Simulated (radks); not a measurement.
Yb3+, configuration [Xe] 4f12 6s0.5 6p0.5 (fractional occupations, a model configuration).

Calculated with a radial shooting solver on a logarithmic mesh with Libxc functionals: scalar-relativistic Kohn-Sham, r2SCAN, spin-polarised, spherical densities, finite nucleus; open shells are filled with parallel spins first (spin-orbit coupling, left out, can overturn this in heavy ions); meta-GGA in the generalised Kohn-Sham scheme; Fermi nuclear charge, rms radius 5.3108 fm.

Energy parts (eV):
part                      energy
total                 -382518.24
kinetic                416794.71
electron-nucleus      -938553.36
Hartree                147174.25
exchange-correlation    -7933.83

Orbitals (lengths in bohr, moments of r in powers of bohr; <r^-3> diverges for s and p1/2; r(max) is where P^2 peaks; r(90%) holds 90 % of the orbital's charge):
\begin{tabular}{lrrrrrr}
orbital & occ. & eigenvalue (eV) & <r^-3> & r(max) & <1/r> & r(90%) \\ \hline
1s up & 1 & -61358.21 & - & 0.01237 & 80.62 & 0.0357 \\
1s down & 1 & -61358.19 & - & 0.01237 & 80.62 & 0.0357 \\
2s up & 1 & -10458.70 & - & 0.07055 & 18.81 & 0.129 \\
2s down & 1 & -10458.68 & - & 0.07055 & 18.81 & 0.129 \\
2p up & 3 & -9220.283 & 15980 & 0.05756 & 17.26 & 0.121 \\
2p down & 3 & -9220.258 & 15980 & 0.05756 & 17.26 & 0.121 \\
3s up & 1 & -2404.647 & - & 0.1992 & 6.960 & 0.317 \\
3s down & 1 & -2403.337 & - & 0.1992 & 6.962 & 0.317 \\
3p up & 3 & -2029.499 & 3494 & 0.1965 & 6.472 & 0.323 \\
3p down & 3 & -2028.183 & 3497 & 0.1964 & 6.474 & 0.323 \\
3d up & 5 & -1571.972 & 457.2 & 0.1605 & 6.120 & 0.305 \\
3d down & 5 & -1570.962 & 457.7 & 0.1605 & 6.122 & 0.305 \\
4s up & 1 & -517.1480 & - & 0.4550 & 2.936 & 0.699 \\
4s down & 1 & -514.5218 & - & 0.4550 & 2.935 & 0.699 \\
4p up & 3 & -393.1311 & 792.5 & 0.4758 & 2.684 & 0.751 \\
4p down & 3 & -390.5395 & 791.4 & 0.4758 & 2.682 & 0.751 \\
4d up & 5 & -229.0735 & 88.20 & 0.4902 & 2.378 & 0.835 \\
4d down & 5 & -226.4948 & 88.01 & 0.4902 & 2.376 & 0.836 \\
4f up & 7 & -48.8256 & 13.74 & 0.4774 & 1.848 & 1.17 \\
4f down & 5 & -46.4056 & 13.60 & 0.4782 & 1.837 & 1.18 \\
5s up & 1 & -96.2528 & - & 1.050 & 1.142 & 1.67 \\
5s down & 1 & -95.1555 & - & 1.055 & 1.132 & 1.68 \\
5p up & 3 & -65.6392 & 113.5 & 1.185 & 0.9728 & 1.95 \\
5p down & 3 & -64.8808 & 111.0 & 1.192 & 0.9659 & 1.96 \\
6s up & 0.5 & -27.5193 & - & 2.613 & 0.4448 & 4.03 \\
6s down & 0 & -24.7645 & - & 2.595 & 0.4566 & 4.03 \\
6p up & 0.5 & -20.9145 & 17.91 & 3.067 & 0.3811 & 4.67 \\
\end{tabular}

The highest occupied level is 6p up at -20.915 eV. The configuration is held as typed, so some empty levels lie below it. Summed over all electrons, <r^2> = 40.21 bohr^2, which gives a Langevin (diamagnetic) susceptibility term of -31.8 x 10^-6 cm^3/mol. The spin density at the nucleus is 49.38 e/bohr^3 (1s 0.14, 2s -0.26, 3s -10.11, 4s 3.86, 5s 12.78, 6s 42.98). Spin moment in Bohr magnetons: 3.
